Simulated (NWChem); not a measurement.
## Ionisation of CBr

```xyz
2

C      0.0000     0.0000     1.5506
Br     0.0000     0.0000    -0.2658
```
Charge 0, spin multiplicity 2.

Everything below was run with NWChem. All single points use one geometry, from UPBE0/def2-SVP, a minimum by its harmonic frequencies.

Basis set: def2-TZVPD. The species with one electron less has spin multiplicity 1 and keeps the geometry of the parent. Δ marks differences of total energies (open shells unrestricted). −ε marks an orbital energy of the parent. That orbital need not have the symmetry of the hole or added electron in the Δ rows. That singlet is a closed-shell solution.

The Hamiltonian is non-relativistic. B3LYP has NWChem's definition, with VWN1-RPA local correlation. This spin state was chosen for the runs; another may lie lower. The structure started from a generated list of species. The unpaired electrons of the parent sit in orbitals of symmetry b1 (C2v labels of the run); other states weren't searched. The stability of the SCF solutions was not checked. Open-shell Hartree-Fock references start from PBE0 orbitals.

Problem. Order these methods by the first vertical ionisation energy they give, lowest first: −ε(alpha HOMO) of PBE0, −ε(alpha HOMO) of B3LYP, −ε(alpha HOMO) of PBE, −ε(alpha HOMO) of HF, ΔPBE0, ΔPBE.

Solution. −ε(alpha HOMO) of PBE (4.96 eV), −ε(alpha HOMO) of B3LYP (6.22 eV), −ε(alpha HOMO) of PBE0 (6.50 eV), ΔPBE (8.85 eV), ΔPBE0 (9.15 eV), −ε(alpha HOMO) of HF (10.29 eV)
